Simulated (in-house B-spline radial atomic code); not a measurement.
The silicon ion Si³⁺ is squeezed into an impenetrable sphere of radius R (the orbitals vanish at R). No spin polarisation. Caution: exact exchange at fractional occupations of open shells leaves self-interaction of up to several eV. All numbers are computed (non-relativistic B3LYP, spherical fractional occupations; point nucleus) with a radial B-spline atomic code at the basis-set limit, not measured.

Energies in eV above the free ion in [Ne] 3s1:

| R (bohr) | highest level (eV) | [Ne] 3s1 | [Ne] 3d1 | [He] 2s2 2p5 3s1 3d1 | -dE/dV in [Ne] 3s1 (GPa) |
| --- | --- | --- | --- | --- | --- |
| 8.92 | -39.6 | 0 | 20.04 | 127 | 2.35e-06 |
| 6.94 | -39.6 | 0.0002276 | 20.06 | 127 | 0.00115 |
| 4.67 | -39.4 | 0.09549 | 20.96 | 127.6 | 0.923 |
| 4.56 | -39.4 | 0.1249 | 21.12 | 127.7 | 1.25 |
| 3.59 | -38 | 1.172 | 24.07 | 130.6 | 17.2 |
| 3.16 | -35.9 | 2.963 | 27.2 | 134.4 | 54.2 |
| 2.68 | -30.1 | 8.136 | 33.75 | 144.3 | 204 |
| 2.29 | -19 | 18.63 | 43.93 | 162.5 | 661 |
| 1.96 | 1.41 | 38.99 | 60.12 | 194.7 | 2040 |
| 1.56 | 61.7 | 106.5 | 106.6 | 290.6 | 10400 |

(1) Does [Ne] 3d1 fall below [Ne] 3s1 under compression?

(2) Does [He] 2s2 2p5 3s1 3d1 fall below [Ne] 3s1 under compression?

The highest level is first positive in the row R = 1.96 bohr, pushed up by confinement above the zero of the free ion's potential. Each configuration is held fixed and needn't be the lowest in the sphere.

## Answers

(1) No, it stays above over the whole range.

(2) No, it stays above over the whole range.
